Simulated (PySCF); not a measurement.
C6H9B.
SMILES: `C=CB(C=C)C=C`

A linear-response calculation (PySCF, def2-SVPD basis, gas phase, vertical, core orbitals frozen in the response) gave these numbers; the functional is withheld.

Orbital energies (eV): HOMO-3 -10.16, HOMO-2 -9.88, HOMO-1 -9.04, HOMO -8.94, LUMO -1.02, LUMO+1 0.92, LUMO+2 1.32.

```json
{"state": "S1", "E (eV)": "4.98", "f": "0.069", "main configurations (H = HOMO, L = LUMO)": "H-1→L (60%), H→L (21%), H-4→L (13%)"}
{"state": "S2", "E (eV)": "5.19", "f": "0.031", "main configurations (H = HOMO, L = LUMO)": "H-2→L (67%), H-3→L (20%)"}
{"state": "S3", "E (eV)": "5.27", "f": "0.389", "main configurations (H = HOMO, L = LUMO)": "H→L (68%), H-1→L (18%)"}
{"state": "S4", "E (eV)": "5.58", "f": "0.057", "main configurations (H = HOMO, L = LUMO)": "H-4→L (72%), H-1→L (19%)"}
{"state": "S5", "E (eV)": "6.28", "f": "0.024", "main configurations (H = HOMO, L = LUMO)": "H-3→L (65%), H-2→L (24%)"}
{"state": "S6", "E (eV)": "6.89", "f": "0.0002", "main configurations (H = HOMO, L = LUMO)": "H-2→L+1 (39%), H-5→L (28%), H-3→L+1 (16%)"}
```

Triplets, Tamm–Dancoff:

```csv
state,E (eV),λ (nm),"main configurations (H = HOMO, L = LUMO)"
T1,3.44,360.0,"H→L (68%), H-1→L (11%)"
T2,3.61,343.3,"H-1→L (62%), H→L (9%), H→L+1 (9%)"
T3,4.02,308.4,"H-2→L (27%), H-3→L (24%), H-1→L+1 (15%)"
T4,4.87,254.6,"H-2→L (53%), H-3→L (37%)"
```

Vertical ionisation energy by ΔSCF with the same functional: 9.65 eV. Mean static polarisability: 91.1 au.

Question: Name the functional.
A. PBE
B. HF
C. CAM-B3LYP
D. PBE0

Answer: C. CAM-B3LYP is range-separated, 19% exact exchange at short range and 65% at long range (ω = 0.33 bohr⁻¹). In this run −ε(HOMO) = 8.94 eV differs from the ΔSCF value by -0.72 eV, and S1 differs from the orbital gap of 7.92 eV by -2.94 eV. The ratio −ε(HOMO)/IP is 0.93. Small neutral molecules mostly give 0.85 to 0.93 with CAM-B3LYP, 0.5 to 0.7 with PBE, 0.7 to 0.83 with PBE0; Hartree–Fock can't fall below 1, since the ion's relaxation only lowers the ΔSCF value. The other options: PBE, a GGA without exact exchange; HF, time-dependent Hartree–Fock, 100% exact exchange; PBE0, a global hybrid with 25% exact exchange.

Method used: PySCF 2.14.0, density-fitted response routines, TDDFT CAM-B3LYP/def2-SVPD, vertical, gas phase, core orbitals frozen in the response. Geometry: PBE0-D3(BJ)/def2-SVP, one conformer, isolated molecule.

Hardware: an x86-64 server with one thread, no GPU, on a shared host. Cost: 2.6 min wall.

The values belong to the conformer `[CH2:1]=[CH:2][B:3]([CH:4]=[CH2:5])[CH:6]=[CH2:7]`: C1–C2–B3–C4 -151°, C2–B3–C4–C5 179°, C2–B3–C6–C7 32°.
